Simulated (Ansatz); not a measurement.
Reaction (redistribution): `[OH][In]([OH])[Br]` + `C[O][Sc]([Cl])[Cl]` → `C[O][In]([OH])[Br]` + `[OH][Sc]([Cl])[Cl]`

Calculated with Ansatz (gas phase, PBE0-D4/def2-TZVP geometries, no zero-point term in ΔE). CCSD(T)/CBS is the MP2 limit (def2-TZVPP, def2-QZVPP) plus CCSD(T) − MP2 in def2-TZVPP, frozen cores. Functionals use def2-TZVPP. Elements past krypton have def2 core potentials. For Br, In, Sc outer-core shells are correlated without core-valence functions, which leaves a few kJ/mol of doubt a bond. Scalar relativity is left out up to krypton. One conformer a species, not always the lowest.

`[OH][In]([OH])[Br]`:

Cartesian coordinates in Å:
```
O -0.718 1.515 0.112
In 0.335 -0.148 0.005
O -0.636 -1.839 -0.228
Br 2.772 -0.127 0.156
H -0.168 2.294 0.226
H -1.586 -1.696 -0.271
```

`C[O][Sc]([Cl])[Cl]`:

```xyz
8

C    -1.379   -0.364    0.493
O    -0.104   -0.040    0.037
Sc    1.556    0.408   -0.556
Cl    2.161    2.629   -0.536
Cl    2.951   -1.269   -1.292
H    -1.315   -1.018    1.369
H    -1.941   -0.888   -0.287
H    -1.928    0.541    0.772
```

`C[O][In]([OH])[Br]`:

Z-matrix (Å, degrees):
```
C
O 1 1.408
H 1 1.097 2 113.8
H 1 1.096 2 109.3 3 -120.4
H 1 1.096 2 110.0 3 121.0
In 2 1.967 1 123.2 3 -7.7
Br 6 2.442 2 119.4 1 2.1
O 6 1.964 2 118.6 1 -178.4
H 8 0.962 6 111.3 2 0.4
```

`[OH][Sc]([Cl])[Cl]`:

Cartesian coordinates in Å:
```
O -0.493 0.973 -0.802
Sc 0.173 -0.339 0.278
Cl -0.450 -0.399 2.487
Cl 1.613 -1.896 -0.600
H -0.843 1.660 -1.364
```

| level | ΔE (eV) |
| --- | --- |
| PBE0-D4 | 0.19 |
| CCSD/def2-TZVPP | 0.17 |

(1) What does CCSD(T)/CBS give? (An estimate is asked.)

Largest T1 diagnostic among the species: 0.015.

Results:

(1) Ansatz gave: +0.18 eV. The listed levels differ from it by 0.01, -0.01 eV.
